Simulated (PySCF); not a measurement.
## `CCC[C@H](C)CC`, C$_{7}$H$_{16}$

Molfile (atoms numbered from 1):
```
C7H16
     RDKit          3D

 23 22  0  0  0  0  0  0  0  0999 V2000
    3.3105    0.0809    0.2580 C   0  0  0  0  0  0  0  0  0  0  0  0
    1.9439   -0.5922    0.2068 C   0  0  0  0  0  0  0  0  0  0  0  0
    0.8204    0.4311    0.0538 C   0  0  0  0  0  0  0  0  0  0  0  0
   -0.5880   -0.1771    0.0851 C   0  0  2  0  0  0  0  0  0  0  0  0
   -0.8384   -1.0549   -1.1388 C   0  0  0  0  0  0  0  0  0  0  0  0
   -1.6295    0.9461    0.1798 C   0  0  0  0  0  0  0  0  0  0  0  0
   -3.0376    0.4530    0.4938 C   0  0  0  0  0  0  0  0  0  0  0  0
    3.4922    0.6436   -0.6553 H   0  0  0  0  0  0  0  0  0  0  0  0
    4.0982   -0.6616    0.3643 H   0  0  0  0  0  0  0  0  0  0  0  0
    3.3704    0.7678    1.0996 H   0  0  0  0  0  0  0  0  0  0  0  0
    1.7861   -1.1644    1.1243 H   0  0  0  0  0  0  0  0  0  0  0  0
    1.9285   -1.2920   -0.6298 H   0  0  0  0  0  0  0  0  0  0  0  0
    0.9539    0.9769   -0.8833 H   0  0  0  0  0  0  0  0  0  0  0  0
    0.9053    1.1544    0.8692 H   0  0  0  0  0  0  0  0  0  0  0  0
   -0.6726   -0.7989    0.9839 H   0  0  0  0  0  0  0  0  0  0  0  0
   -1.8398   -1.4759   -1.1147 H   0  0  0  0  0  0  0  0  0  0  0  0
   -0.1341   -1.8816   -1.1742 H   0  0  0  0  0  0  0  0  0  0  0  0
   -0.7326   -0.4705   -2.0507 H   0  0  0  0  0  0  0  0  0  0  0  0
   -1.6394    1.5043   -0.7594 H   0  0  0  0  0  0  0  0  0  0  0  0
   -1.3235    1.6371    0.9692 H   0  0  0  0  0  0  0  0  0  0  0  0
   -3.7087    1.2985    0.6290 H   0  0  0  0  0  0  0  0  0  0  0  0
   -3.4312   -0.1629   -0.3101 H   0  0  0  0  0  0  0  0  0  0  0  0
   -3.0387   -0.1346    1.4096 H   0  0  0  0  0  0  0  0  0  0  0  0
  1  2  1  0
  2  3  1  0
  3  4  1  0
  4  5  1  0
  4  6  1  0
  6  7  1  0
  1  8  1  0
  1  9  1  0
  1 10  1  0
  2 11  1  0
  2 12  1  0
  3 13  1  0
  3 14  1  0
  4 15  1  1
  5 16  1  0
  5 17  1  0
  5 18  1  0
  6 19  1  0
  6 20  1  0
  7 21  1  0
  7 22  1  0
  7 23  1  0
M  END
```

The calculation used PySCF 2.14.0, GIAO BHandHLYP/pcSseg-1 magnetisability, rotational g tensor and spin-rotation constants, non-relativistic, gas phase. Geometry: GFN2-xTB.

Question: Give the nuclear spin-rotation constants along the inertial axes (H = +C I·J) beside the isotropic shieldings.

Answer: Rotational constants 5.7687, 1.1083, 1.0011 GHz. A star marks the isotopologue with that one atom substituted, in its own axes.
| atom | isotope | Caa (kHz) | Cbb (kHz) | Ccc (kHz) | mean (kHz) | σ (ppm) |
| --- | --- | --- | --- | --- | --- | --- |
| H8 | 1H | -0.629 | -0.127 | 0.022 | -0.244 | 31.0 |
| H9 | 1H | -0.166 | -0.093 | -0.082 | -0.114 | 30.6 |
| H10 | 1H | -0.634 | 0.020 | -0.108 | -0.241 | 30.9 |
| H11 | 1H | -0.631 | -0.125 | 0.026 | -0.244 | 30.8 |
| H12 | 1H | -0.634 | 0.028 | -0.103 | -0.236 | 30.4 |
| H13 | 1H | -0.641 | -0.136 | 0.033 | -0.248 | 31.0 |
| H14 | 1H | -0.629 | 0.033 | -0.115 | -0.237 | 30.7 |
| H15 | 1H | -0.633 | -0.133 | 0.029 | -0.245 | 31.1 |
| H16 | 1H | -0.012 | -0.101 | -0.101 | -0.071 | 30.6 |
| H17 | 1H | -0.229 | -0.068 | -0.094 | -0.130 | 30.6 |
| H18 | 1H | -0.690 | -0.124 | 0.016 | -0.266 | 31.7 |
| H19 | 1H | -0.660 | -0.126 | 0.030 | -0.252 | 30.9 |
| H20 | 1H | -0.594 | 0.023 | -0.109 | -0.227 | 30.6 |
| H21 | 1H | -0.280 | -0.057 | -0.097 | -0.145 | 30.7 |
| H22 | 1H | -0.552 | 0.006 | -0.105 | -0.217 | 30.7 |
| H23 | 1H | -0.636 | -0.127 | 0.021 | -0.247 | 31.1 |
| C1 | 13C* | 0.749 | 0.160 | 0.148 | 0.352 | 168.8 |
| C2 | 13C* | 0.899 | 0.182 | 0.144 | 0.408 | 160.7 |
| C3 | 13C* | 0.928 | 0.210 | 0.208 | 0.449 | 140.4 |
| C4 | 13C* | 0.949 | 0.228 | 0.159 | 0.445 | 146.7 |
| C5 | 13C* | 0.949 | 0.150 | 0.129 | 0.409 | 167.8 |
| C6 | 13C* | 0.963 | 0.178 | 0.181 | 0.441 | 150.6 |
| C7 | 13C* | 0.761 | 0.167 | 0.130 | 0.352 | 171.4 |

For the geometry as given, no vibrational averaging.

Question: How do the rotational constants and the g tensor change when H8, H9, H10, H11, H12, H13, H14, H15, H16, H17, H18, H19, H20, H21, H22, H23 are replaced by deuterium?

Answer: Constants 4.0668, 0.8984, 0.8126 GHz; g 0.0097, 0.0002, 0.0000, against 0.0137, 0.0002, 0.0000 before.
